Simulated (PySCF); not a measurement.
Members of one series of related molecules.

All values: CAM-B3LYP/def2-SVPD (PySCF) at PBE0-D3(BJ)/def2-SVP geometries, gas phase, one conformer each. Core orbitals are frozen in the response; Δα² is half the sum of the squared differences of the principal polarisabilities.

(1) Rank by mean static polarisability, highest first.
A. `c1c(ccc(c1)F)CC=C`
B. `Bc1ccc(F)cc1`
C. `COCc1ccc(F)cc1`
D. `CC#Cc1ccc(F)cc1`
E. `CB(C)c1ccc(F)cc1`

(2) Rank by polarisability anisotropy Δα, highest first.
A. `CB(C)c1ccc(F)cc1`
B. `CC#Cc1ccc(F)cc1`
C. `Bc1ccc(F)cc1`
D. `[CH3:1][O:2][CH2:3][c:4]1[cH:5][cH:6][c:7]([F:8])[cH:9][cH:10]1` with C1–O2–C3–C4 -70°, O2–C3–C4–C5 141°
E. `[CH2:1]=[CH:2][CH2:3][c:4]1[cH:5][cH:6][c:7]([F:8])[cH:9][cH:10]1` with C1–C2–C3–C4 121°, C2–C3–C4–C5 129°

(3) Rank by HOMO energy, lowest first.
A. `c1c(F)ccc(c1)B(C)C`
B. `Bc1ccc(F)cc1`
C. `COCc1ccc(F)cc1`
D. `C=CCc1ccc(F)cc1`
E. `CC#Cc1ccc(F)cc1`

Answers

(1) D (16.35 Å³), E (15.99 Å³), A (15.60 Å³), C (14.32 Å³), B (12.65 Å³).

(2) B (14.25 Å³), A (9.50 Å³), E (9.10 Å³), C (8.60 Å³), D (6.43 Å³).

(3) B (-8.86 eV), A (-8.53 eV), C (-8.33 eV), D (-8.18 eV), E (-7.72 eV).

All values together:

```
          SMILES  formula  μ (D)  HOMO (eV)  LUMO (eV)  α (Å³)  Δα (Å³)  electrons  α per electron (Å³)  ΔSCF removal energy (eV)
CB(C)c1ccc(F)cc1  C8H10BF   1.02      -8.53      -0.44   15.99     9.50         72                0.222                      9.18
  COCc1ccc(F)cc1   C8H9FO   1.44      -8.33       0.40   14.32     6.43         74                0.193                      9.02
    Bc1ccc(F)cc1   C6H6BF   0.21      -8.86      -1.03   12.65     8.60         56                0.226                      9.58
 C=CCc1ccc(F)cc1    C9H9F   1.70      -8.18       0.43   15.60     9.10         72                0.217                      8.83
 CC#Cc1ccc(F)cc1    C9H7F   2.03      -7.72       0.17   16.35    14.25         70                0.234                      8.36
```

Conformers: `[CH3:1][O:2][CH2:3][c:4]1[cH:5][cH:6][c:7]([F:8])[cH:9][cH:10]1` with C1–O2–C3–C4 -70°, O2–C3–C4–C5 141°; `[CH2:1]=[CH:2][CH2:3][c:4]1[cH:5][cH:6][c:7]([F:8])[cH:9][cH:10]1` with C1–C2–C3–C4 121°, C2–C3–C4–C5 129°.

Problem. By how much does the ΔSCF value exceed −ε(HOMO) over the species that have both?

Solution. By 0.64 to 0.72 eV, 0.67 eV on average, over 5 species.
